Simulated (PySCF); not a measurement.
# Computed vibrations of Re2O7

Re2O7 (singlet). PySCF 2.14.0, RKS PBE0, Re def2-SVP with ECP60, O def2-SVP; non-relativistic Hamiltonian with scalar-relativistic core potentials where named; density fitting; no spin-orbit coupling. Central differences of gradients.

```xyz
9

Re    0.0148    0.0000    1.3329
Re    0.0148    0.0000   -1.3329
O     1.4101    0.0000    0.0000
O    -0.8903    1.1326    0.0000
O    -0.8903   -1.1326    0.0000
O     0.0060    1.3181    2.3925
O     0.0060   -1.3181    2.3925
O     0.0060    1.3181   -2.3925
O     0.0060   -1.3181   -2.3925
```

Run from Python with OMP_NUM_THREADS=4. Where DIIS fails, smearing, a level shift and second-order steps follow.
It took 2.7 min on 4 threads of AMD EPYC 7R43 64-Core Processor (Zen 3) (shared host).

Q: What are the harmonic wavenumbers and infrared intensities?

A: Modes are labelled in C2v; negative numbers are unstable modes, those under 60 cm⁻¹ near the noise; a finer grid moves soft modes by up to 10 cm⁻¹.
| cm⁻¹ | km/mol | symmetry |
| --- | --- | --- |
| -248 | – | a2 |
| -94 | – | b1 |
| 88 | 0.0 | a2 |
| 178 | 19.3 | a1 |
| 227 | 0.4 | b2 |
| 257 | 2.4 | a1 |
| 266 | 0.3 | b1 |
| 372 | 9.0 | b2 |
| 392 | 13.1 | b1 |
| 406 | 0.0 | a1 |
| 428 | 9.5 | b2 |
| 439 | 0.0 | a2 |
| 499 | 46.0 | a1 |
| 580 | 42.3 | b1 |
| 624 | 353.4 | b2 |
| 706 | 50.9 | a1 |
| 768 | 2.4 | a1 |
| 1008 | 0.0 | a2 |
| 1022 | 285.6 | b1 |
| 1034 | 328.4 | b2 |
| 1050 | 1.3 | a1 |

Q: Is this a minimum?

A: No: 2 unstable; the lowest moves the atoms so:
```
Re   0.00  0.08  0.00
Re   0.00 -0.08  0.00
O    0.00  0.00  0.00
O    0.00  0.00  0.41
O    0.00  0.00 -0.41
O    0.36 -0.07  0.17
O   -0.36 -0.07 -0.17
O   -0.36  0.07  0.17
O    0.36  0.07 -0.17
```
